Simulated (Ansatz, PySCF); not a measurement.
F2Ni, SMILES [F][Ni+][F] (connectivity only; charge and spin as stated), charge +1, multiplicity 4. Atoms are numbered in the order given.

```xyz
3

Ni     0.0000     0.0000     0.0000
F      0.0000     0.0000    -1.6495
F      0.0000     0.0000     1.6495
```
Charge +1, spin multiplicity 4.

Coordinates come from a B3LYP-D3(BJ)/def2-TZVP optimisation. The spin state was assumed, not searched.

Two levels are set side by side: PBE-D3(BJ)/def2-TZVP (Ansatz, a program for electronic structure) and B3LYP-D3(BJ)/def2-TZVP (Ansatz). Each level has its own optimised geometry; the coordinates shown are those of the second. Frequencies come from the Hessian of PySCF at each geometry. Differences are taken from unrounded values.

| quantity | B3LYP-D3(BJ) | PBE-D3(BJ) | PBE-D3(BJ) minus B3LYP-D3(BJ) |
|---|---|---|---|
| mean bond length (Å) | 1.650 | 1.669 | 0.020 |
| bond Ni1–F2 (Å) | 1.650 | 1.669 | 0.020 |
| bond Ni1–F3 (Å) | 1.650 | 1.669 | 0.020 |
| highest harmonic wavenumber (cm⁻¹) | 886 | 823 | -63 |
| mean harmonic wavenumber (cm⁻¹) | 462 | 433 | -29 |
| zero-point energy (kcal/mol) | 2.64 | 2.48 | -0.17 |

GGA bonds tend to be longer and softer than those of functionals with exact exchange. Differences between two approximate levels are no errors against the true value.
